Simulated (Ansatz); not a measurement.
This geometry of CH9BOSSi2 (15 atoms, charge 0, multiplicity 1) is a first-order saddle point.

Method: RKS PBE0/6-31G* in Ansatz 0.2.0.

```xyz
15
Properties=species:S:1:pos:R:3
B -0.685 -2.001 -0.135
O -0.080 -1.006 -0.816
C 0.591 0.055 -0.149
Si 2.384 0.212 -0.840
S -0.271 1.649 -0.396
Si -2.008 1.366 0.833
H -0.663 -2.008 1.070
H -1.217 -2.848 -0.790
H 0.626 -0.161 0.927
H 3.335 -0.165 0.243
H 2.536 -0.725 -1.982
H 2.655 1.606 -1.274
H -2.851 0.234 0.360
H -1.607 1.103 2.244
H -2.767 2.639 0.735
```

**Question.** Which two structures does it join? (They come from a converged band through this point; their orientation in space is the band's.)

**Answer.** No bond is made or broken. The dihedral S5–C3–Si4–H12 goes from -55 to 66°.

Initial state:

```xyz
15
Properties=species:S:1:pos:R:3
B -0.872 -1.822 -0.692
O -0.198 -0.715 -1.067
C 0.582 0.029 -0.141
Si 2.363 0.188 -0.824
S -0.084 1.716 0.090
Si -1.826 1.297 1.270
H -0.833 -2.192 0.453
H -1.486 -2.390 -1.548
H 0.592 -0.485 0.830
H 3.222 0.823 0.211
H 2.863 -1.180 -1.128
H 2.339 1.013 -2.058
H -2.795 0.435 0.537
H -1.448 0.613 2.538
H -2.441 2.619 1.555
```

Final state:

```xyz
15
Properties=species:S:1:pos:R:3
B -0.618 -2.038 -0.044
O -0.021 -1.065 -0.764
C 0.593 0.053 -0.138
Si 2.373 0.238 -0.815
S -0.308 1.602 -0.502
Si -2.042 1.359 0.737
H -0.645 -1.965 1.159
H -1.097 -2.943 -0.661
H 0.613 -0.099 0.950
H 3.071 -1.065 -0.646
H 2.312 0.605 -2.252
H 3.077 1.292 -0.038
H -2.852 0.178 0.327
H -1.646 1.194 2.164
H -2.832 2.603 0.554
```

**Question.** How far does it lie above each of them?

**Answer.** 0.085 eV above the first and 0.085 eV above the second. This is the barrier of this one path; another mechanism may lie lower.

Run time: 4.5 min on 2 threads of Arm Neoverse V1, with other jobs on the host, peak memory 0.32 GiB.
